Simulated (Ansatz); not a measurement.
Coupled-cluster diagnostics for the cluster Ti2O4⁺ (the lowest doublet isomer of a short search), Ansatz.

Geometry of the doublet (r2SCAN-D4/def2-SVP):

Cartesian coordinates in Å:
```
Ti 1.0839 0.6303 -0.6395
Ti -0.9771 -0.6296 0.5968
O 0.3852 0.3217 1.1049
O 2.3329 -0.3210 -0.7827
O -0.4387 -0.4367 -1.0447
O -2.3861 0.4354 0.7652
```

Correlated methods freeze 14 core orbitals; core or outer-core shells of Ti are correlated, in sets that lack core-valence functions. No other spin state of charge 1 was run. The structure comes from a short search, and lower isomers may exist.

(1) Estimate the CCSD(T) correlation energy, the shares of MP2 and (T), T1 and the reference's ⟨S²⟩ for: charge 1, doublet, own geometry in def2-SVP; and the rough time on 4 threads of Arm Neoverse V2 on a shared host.

## Answers

(1) 
```csv
state,basis,correlation (eV),MP2 share (%),(T) share (%),T1,⟨S²⟩ (pure),wall time
"charge 1, doublet, own geometry",def2-SVP,-38.490,98.1,6.6,0.035,0.77 (0.75),85 s
```
Customary marks for T1 are 0.02 (closed shells), 0.045 (open shells) and about 0.05 (3d metals). T1 exceeds 0.02 in 1 of 1 rows and 0.045 in 0; the higher it lies, the less the single-reference result can be trusted.
